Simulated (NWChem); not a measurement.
**Exact exchange and the dipole moment of CHBrClF (bromochlorofluoromethane)**

CHBrClF: 5 atoms, total charge 0, spin state singlet. SMILES: `FC(Cl)Br`. The shape is that of a PBE0-D4/def2-TZVP optimisation.

The dipole moment y, in D, basis def2-SVPD; a is the functional's share of exact exchange. Programs: NWChem 7.3.0.

| functional | program | a | y (D) |
| --- | --- | --- | --- |
| TPSS | NWChem | 0 | 1.16 |
| revPBE | NWChem | 0 | 1.12 |
| B3LYP | NWChem | 0.2 | ? |
| PBE0 | NWChem | 0.25 | 1.20 |
| BHLYP | NWChem | 0.5 | 1.28 |

Fit y = c + s·a to the known rows and predict B3LYP.


1. Means of the 4 rows: a = 0.1875, y = 1.190.
2. Σ(Δa)² = 0.17188, Σ(Δa·Δy) = 0.0475, so the slope is 0.0475/0.17188 = 0.27636.
3. Intercept: 1.190 − (0.27636) × 0.1875 = 1.138. The largest residual of the fit is 0.022.
4. B3LYP: 1.138 + (0.27636) × 0.2 = 1.19 D.

The run gave 1.20 D, so the prediction is off by -0.01 D, within the scatter of the fit. More exact exchange makes the molecule more polar here.
